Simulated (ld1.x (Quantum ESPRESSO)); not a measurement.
# chromium (Cr): variants of one RRKJ potential

Base potential:

- Element: chromium (Cr)
- Generator: ld1.x (Quantum ESPRESSO) 7.5
- Type: norm-conserving RRKJ (Kleinman–Bylander form)
- Functional: PBE
- Relativity: scalar-relativistic
- Frozen core: [Ne]
- Valence charge: 14
- Reference configuration: 3s2 3p6 3d5 4s0.75 4p0 (charge +0.25)
- Partial waves: 3s (bound): rc 1.30 bohr; 3p (bound): rc 0.80 bohr; 3d (bound): rc 1.15 bohr
- Local potential: all-electron potential smoothed inside 0.95 bohr (lloc = -1)
- Core correction: a·sin(br)/r model core inside 0.50 bohr

Occupied shells without a wave of their own: 4s. They enter only through the test configuration that unscreens the potential, and ld1.x also counts them in the model core charge.

Cutoffs, loose and tight: the cutoffs (Ry, on a coarse ladder) from which the occupation-weighted sum of valence levels, in a spherical-Bessel basis at the reference potential, stays within 10 and 1 mRy of its value at 400 Ry. They do not see the model core or the augmentation charge, which bear on the density cutoff. Test errors are all-electron minus pseudo excitation energies from the reference, over the configurations 3s2 3p6 3d5 4s1 4p0; 3s2 3p6 3d5 4s0 4p0; 3s2 3p6 3d4 4s0 4p0; 3s2 3p6 3d2 4s0 4p0; 3s2 3p6 3d5.5 4s0.5 4p0; 3s2 3p6 3d4 4s1 4p1; 3s2 3p6 3d4 4s2 4p0. A dash means not determined; rows that change the core or the reference have their own tests.

With those shells counted twice in exchange and correlation these files are broken, and their errors move erratically; no question is asked of them.

Cutoffs are not given where the Bessel-basis levels miss the radial ones by over 6 mRy, ghosts where they miss by over 20 mRy; a channel whose overlap is not positive is not tested.

| change | outcome | cutoff, loose | cutoff, tight | bound ghosts | largest test error (meV) |
| --- | --- | --- | --- | --- | --- |
| base | generated, misses its reference levels by 0.19 eV | 200 Ry | 230 Ry | none | -922 |
| wave 3p (bound): rc 0.80 bohr becomes 3p (bound): rc 0.54 bohr | generated, misses its reference levels by 0.19 eV | – | – | not determined | -912 |
| wave 3p (bound): rc 0.80 bohr becomes 3p (bound): rc 0.62 bohr | generated, misses its reference levels by 0.19 eV | over 300 Ry | over 300 Ry | none | -910 |
| wave 3p (bound): rc 0.80 bohr becomes 3p (bound): rc 0.72 bohr | generated, misses its reference levels by 0.19 eV | 120 Ry | 230 Ry | none | -917 |
| wave 3p (bound): rc 0.80 bohr becomes 3p (bound): rc 0.76 bohr | generated, misses its reference levels by 0.19 eV | 180 Ry | 260 Ry | none | -920 |
| wave 3p (bound): rc 0.80 bohr becomes 3p (bound): rc 0.84 bohr | generated, misses its reference levels by 0.19 eV | 180 Ry | 230 Ry | none | -925 |
| wave 3p (bound): rc 0.80 bohr becomes 3p (bound): rc 0.94 bohr | generated, misses its reference levels by 0.19 eV | 160 Ry | 230 Ry | none | -927 |
| wave 3p (bound): rc 0.80 bohr becomes 3p (bound): rc 1.02 bohr | generated, misses its reference levels by 0.19 eV | 140 Ry | 200 Ry | none | -926 |
| wave 3p (bound): rc 0.80 bohr becomes 3p (bound): rc 1.14 bohr | generated, misses its reference levels by 0.19 eV | 120 Ry | 160 Ry | none | -920 |
| wave 3p (bound): rc 0.80 bohr becomes 3p (bound): rc 1.20 bohr | generated, misses its reference levels by 0.19 eV | 120 Ry | 140 Ry | none | -917 |

Reading the sweep of the p radius (base included, trends over the rows without a ghost): The loose cutoff is not monotonic: lowest 120 Ry at 0.72 bohr, highest 200 Ry at 0.8 bohr. The median size of the test errors (rows with all tests solved) stays near 239.6 meV.
